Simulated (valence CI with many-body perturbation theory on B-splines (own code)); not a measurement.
**Valence orbitals of Tb14+**

Level of theory: configuration interaction combined with many-body perturbation theory (CI+MBPT): five valence electrons over a frozen Dirac-Fock core [Kr] 4d10, radial functions for each j: 7 s, 7 p, 7 d, 7 f, 4 g, 2 h, with the one-electron correlation potential Σ1 (screened to all orders), the two-electron term Σ2, the three-electron term Σ3, Breit, model QED; selected single and double excitations, second order for the rest, scaled by the run's own slope (own B-spline code, finite nucleus).

No measured spectrum was set against this ion. As an estimate, terms of the open shell hold to a few per cent of their energy, and close levels can change places; configurations with another count of f electrons can be misplaced by thousands of cm⁻¹. Core correlation moves these levels by up to 50000 cm⁻¹, and in measured spectra 5 to 20 % of such shifts remained as error; rates that hang on mixing are uncertain with them. Among the levels kept, up to 960 cm⁻¹ of a level comes from second order outside the variational space, and about a tenth of that is noise between levels of different J, which matters for small intervals. The lowest computed level is not the ground level that NIST lists (6H°5/2, for many ions itself from theory).

These are the spectroscopic orbitals of the CI (the correlating ones are not listed), shaped by the core and the other valence electrons. h is the expectation value of the core's Dirac-Fock operator, without the valence repulsion; Σ1 is computed up to l = 3 at one energy for each symmetry, that of its lowest orbital but kept below the first core excitation, so for empty shells it is not the orbital's own correlation shift; Breit and QED include the response of the core.

```tsv
Orbital	h (hartree)	Σ1 (cm⁻¹)	Breit (cm⁻¹)	QED (cm⁻¹)	⟨r⟩ (bohr)
5s1/2	-14.233	-17766	1197	1069	1.103
6s1/2	-8.4487	-4935	476	420	1.902
7s1/2	-5.6519	-2336	260	231	2.864
5p1/2	-13.127	-16897	1865	-15.1	1.150
6p1/2	-7.8922	-4719	720	-6.0	2.000
7p1/2	-5.3431	-2327	409	-3.4	2.994
5p3/2	-12.706	-15607	1057	82.8	1.192
6p3/2	-7.6957	-4501	414	32.1	2.054
7p3/2	-5.2343	-2251	256	18.4	3.058
5d3/2	-10.808	-10730	454	-53.6	1.349
6d3/2	-6.8244	-4196	241	-27.7	2.235
7d3/2	-4.7266	-2177	141	-16.1	3.322
5d5/2	-10.725	-10316	236	-25.9	1.361
6d5/2	-6.7839	-4068	127	-13.4	2.249
7d5/2	-4.7035	-2118	75.9	-7.8	3.339
4f5/2	-15.417	-25916	-415	-199	0.6527
5f5/2	-8.576	-6911	-38.3	-41.5	1.584
4f7/2	-15.368	-25437	-934	-161	0.6567
5f7/2	-8.5593	-6870	-152	-32.2	1.588
5g7/2	-7.0707		-19.3	-2.3	1.758
5g9/2	-7.0708		-28.3	-1.1	1.757
```

Among the shells of the start configuration 4f5, Σ1 is largest in size for 4f5/2, where it is 0.77 % of h.

Lowest root of each symmetry, sizes in configuration state functions:

```csv
J,Parity,Roots,Reference,Variational,Second order,Change by selected CI (cm⁻¹),Change by second order (cm⁻¹)
1/2,even,2,13,32459,1053040,-13366,-57
3/2,even,5,24,31244,1809838,-13250,-218
5/2,even,7,30,29574,2643354,-13108,-396
7/2,even,7,32,28655,3025292,-12090,-352
9/2,even,7,33,28794,3092784,-12043,-426
11/2,even,7,27,28374,3079665,-12043,-443
13/2,even,6,20,29116,2596015,-12146,-363
15/2,even,5,14,31014,2086816,-12277,-276
17/2,even,3,9,32311,1488702,-12467,-149
19/2,even,1,4,30695,1072725,-13524,-72
3/2,odd,2,94,34950,2262968,-20625,-200
5/2,odd,3,121,32537,2869970,-9135,-412
7/2,odd,2,132,29535,3583752,-8927,-521
9/2,odd,4,128,33637,4624727,-26694,-405
11/2,odd,2,111,29141,3157023,-26464,-648
13/2,odd,2,84,28919,2774987,-26384,-607
15/2,odd,2,62,30885,2123739,-25362,-406
```
